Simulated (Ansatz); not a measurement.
Spectroscopic constants of Mg2+, multiplicity 2 (lowest of 2S+1 = 2, 4 at CCSD(T)/def2-TZVPP on PBE0 minima; our sources give no spin for the ground state, which may be another).

Seven points along R, fitted to fifth degree in 1/R; most abundant isotopes. Runs in def2 and cc sets follow the lowest solution found near the PBE0 minimum.

Correlated levels freeze the inner cores; with def2 sets outer-core shells near the valence are correlated too.

Codes used: Ansatz (a program for electronic structure). Each number belongs to the level named beside it.

Question: What bond length and harmonic frequency does SVWN5/def2-TZVPP give?

Answer: r_e = 3.007 Å, ω_e = 203 cm⁻¹.

Question: What bond length and harmonic frequency does CCSD(T)/def2-TZVPP give?

Answer: r_e = 3.025 Å, ω_e = 212 cm⁻¹.

Question: What bond length and harmonic frequency does CCSD(T)/def2-QZVPP give?

Answer: r_e = 3.011 Å, ω_e = 219 cm⁻¹.

Doubts at one or more of the structures used: a spin-contaminated determinant (CCSD(T)/def2-TZVPP, CCSD(T)/def2-QZVPP).
